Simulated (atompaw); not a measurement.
Building the PAW (atompaw) potential for Mn (Z = 25) (PBEsol, non-relativistic).

| Property | Result |
| --- | --- |
| Element | manganese |
| Generator | atompaw 4.2.0.5 |
| Type | PAW |
| Functional | PBEsol |
| Relativity | non-relativistic |
| Frozen core | [Ne] |
| Valence charge | 15 |
| Reference configuration | 3s2 3p6 3d5 4s2 4p0 |
| Partial waves | 3s (bound): rc 1.15 bohr; 4s (bound): rc 2.00 bohr; 3p (bound): rc 1.20 bohr; 4p (bound, empty): rc 1.80 bohr; 3d (bound): rc 2.00 bohr; 3d channel at 1.25 Ry: rc 2.00 bohr |
| Local potential | ultrasoft scheme with l = 3 at -0.5 Ry, radius 1.90 bohr |
| Core correction | smooth core density matched at 1.55 bohr |
| Augmentation charge | sinc compensation charge, radius 1.75 bohr; PAW radius 2.00 bohr; waves and projectors: custom polynom vanderbiltortho |

All-electron outer shells of the reference configuration (PBEsol, non-relativistic, ld1.x):

| shell | level (eV) | outermost node (bohr) | outermost maximum (bohr) |
| --- | --- | --- | --- |
| 2p | -627.66 | – | 0.19 |
| 3s | -83.95 | 0.35 | 0.75 |
| 3p | -54.18 | 0.31 | 0.75 |
| 3d | -7.03 | – | 0.75 |
| 4s | -5.04 | 1.06 | 2.54 |
| 4p | -1.37 | 1.16 | 3.38 |

Q: Does the generator finish with these settings?

A: Yes, a potential is produced.

Q: Estimate the cutoffs (Ry, on a coarse ladder) from which the occupation-weighted sum of valence levels, in a spherical-Bessel basis at the reference potential, stays within 10 and 1 mRy of its value at 400 Ry.

A: 60 Ry and 100 Ry.

Q: What does a ghost test show?

A: No extra level below or beside the all-electron valence levels (s, p, d, f tested).

Q: Is the overlap operator S = 1 + Σ q|β⟩⟨β| positive definite (Bessel basis up to 400 Ry)?

A: Yes: its lowest eigenvalue is 0.55 (s channel).

Q: Which valence shell sets the plane-wave cutoff?

A: 3p: its level needs 80 Ry to come within 1 mRy, against 35 Ry for 3s.
